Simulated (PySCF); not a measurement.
## How methods differ on the ionisation energy of Bi⁴³⁺

Bi⁴³⁺ [Kr] 4d4 [4d3/2^4, M_J = 0] → Bi⁴⁴⁺ [Kr] 4d3 [4d3/2^3, M_J = 3/2], as a difference of total energies. All numbers are calculated (PySCF 2.14, the two-component X2C-1e Hamiltonian, in an even-tempered Gaussian basis (16 s from 5.5 bohr⁻², ratio 2.8; 14 p from 7.2 bohr⁻², ratio 2.8; 9 d from 7.2 bohr⁻², ratio 2.8; 3 f from 28 bohr⁻², ratio 3)). Correlated levels: [Ar] 3d10 frozen; the 90 highest virtual spinors dropped. "Screened" scales the spin-orbit matrix elements by Boettger's factors to mimic the two-electron term; Breit and QED terms are absent.

```csv
method,ionisation energy (eV)
GHF (spin-free),2175.4
GMP2 (spin-free),2175.3
GHF (screened spin-orbit),2191.3
GMP2 (screened spin-orbit),2191.8
```

Breit and QED terms and the two-electron picture change are absent.

The spin-free rows relax to the high-spin LS determinant and lack the spin-orbit shift.

The labels give the starting determinants; with spin-orbit coupling the two ends relaxed to ⟨J²⟩ = 0.00, ⟨L²⟩ = 2.54, ⟨S²⟩ = 2.54 and ⟨J²⟩ = 3.76, ⟨L²⟩ = 7.70, ⟨S²⟩ = 2.16.

For comparison: 2190 ± 4 eV (theoretical estimate listed by NIST; NIST Atomic Spectra Database, ionization energies).
